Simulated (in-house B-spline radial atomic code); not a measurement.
**The zinc ion Zn²⁺: [Ar] 3d10**

Computed with a radial B-spline atomic code at the basis-set limit: non-relativistic PBE, spin-polarised, spherical fractional occupations, point nucleus.

Effective charges: Z_r = [3n² - l(l+1)]/(2<r>) from the radius, Z_e = n√(-2ε) from the energy, and Slater's rules. Values are occupation-weighted means over spin.

```
shell  electrons   ε (eV)  <r> (bohr)    Z_r    Z_e  Slater
   1s          2    -9426     0.05111  29.35  26.32   29.70
   2s          2  -1152.5      0.2298  26.11  18.41   25.85
   2p          6  -1018.2      0.1997  25.04  17.30   25.85
   3s          2  -145.71      0.6923  19.50   9.82   18.75
   3p          6  -103.07      0.7186  17.40   8.26   18.75
   3d         10  -31.081       0.876  11.99   4.53    8.85
```

The least bound orbital is 3d at -31.08 eV, and it is also the most diffuse (<r> = 0.876 bohr).
